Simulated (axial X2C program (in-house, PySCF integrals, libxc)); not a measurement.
**Spin–orbit effects down a group: molecules with K, CCSD(T)**

All values come from calculations with an in-house all-electron X2C program for linear molecules (integrals from PySCF), spin-free (one-electron X2C) or two-component (2c: spin–orbit coupling with atomic mean-field Coulomb and Gaunt terms, which also bring small scalar terms), in Dyall basis sets with cores contracted in-house; open shells are unrestricted.

Basis sets: H dyall-v3z, K dyall-cv3z, Li dyall-cv3z, Na dyall-cv3z. Frozen shells (counts by l): KH K 2s1p, H none, 10 electrons correlated; LiK K 2s1p, Li 1s, 10 electrons correlated; NaK K 2s1p, Na 2s1p, 10 electrons correlated. Coupled cluster in natural virtuals with an MP2 remainder. Where the outer core of a metal is frozen, bonds come out longer and ionisation energies lower.

| molecule | spin-free state | Re (Å) | ωe (cm⁻¹) | De (eV) | 2c state | Re 2c (Å) | ωe 2c (cm⁻¹) | De 2c (eV) |
| --- | --- | --- | --- | --- | --- | --- | --- | --- |
| KH | M_S = 0, Λ = 0 | 2.243 | 995.0 | 1.78 | Ω = 0 | 2.243 | 995.0 | 1.78 |
| LiK | M_S = 0, Λ = 0 | 3.336 | 211.4 | 0.75 | Ω = 0 | 3.336 | 211.4 | 0.75 |
| NaK | M_S = 0, Λ = 0 | 3.554 | 121.3 | 0.63 | Ω = 0 | 3.554 | 121.3 | 0.63 |

(1) Work out the shifts from the spin-free to the two-component result.

Each entry is the lowest single determinant of a limited PBE0 search at one distance. De goes to single-determinant-based atoms at the same level (for ions the charge split of lowest energy) and is withheld (n/a) where an atom does not fit its ground term or J level. Main or longest-lived isotopes.

Answers

(1) 

```json
{"molecule": "KH", "2c state": "Ω = 0", "ΔRe (Å)": "0.000", "Δωe (cm⁻¹)": "0.0", "ΔDe (eV)": "0.00"}
{"molecule": "LiK", "2c state": "Ω = 0", "ΔRe (Å)": "0.000", "Δωe (cm⁻¹)": "0.0", "ΔDe (eV)": "0.00"}
{"molecule": "NaK", "2c state": "Ω = 0", "ΔRe (Å)": "0.000", "Δωe (cm⁻¹)": "0.0", "ΔDe (eV)": "0.00"}
```

Shifts of one unit in the last digit are rounding.
